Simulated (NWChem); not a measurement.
System: CH4CrFNO; SMILES [F][Cr](=[O])(=[NH])[CH3]

NWChem input:

```
start job
memory heap 200 mb stack 900 mb global 1100 mb
geometry units angstroms
  Cr     0.134720    -0.123516    -0.007215
  O      1.188123     0.169974     1.083255
  N      0.605564     0.208543    -1.530916
  H      1.135412     0.451746    -2.359545
  F     -1.046298    -1.309720     0.110591
  C     -1.004694     1.617559     0.303294
  H     -0.428771     2.536627     0.224951
  H     -1.419148     1.553207     1.312164
  H     -1.818472     1.645745    -0.424668
end
basis spherical
  * library def2-svp
end
dft
  xc xpbe96 cpbe96
  disp vdw 4
  iterations 150
end
driver
  maxiter 120
end
task dft optimize
```

Not confirmed as a minimum by frequencies.

The level has its own optimisation.

Problem. What results follow from this input? (PBE-D3(BJ)/def2-SVP.) Quantities: r Cr–O (Å); r Cr–N (Å); r Cr–F (Å); r C–Cr (Å); dipole (D).

Solution. 
```json
{
 "r Cr–O (Å)": "1.555",
 "r Cr–N (Å)": "1.622",
 "r Cr–F (Å)": "1.719",
 "r C–Cr (Å)": "1.990",
 "dipole (D)": "2.03"
}
```
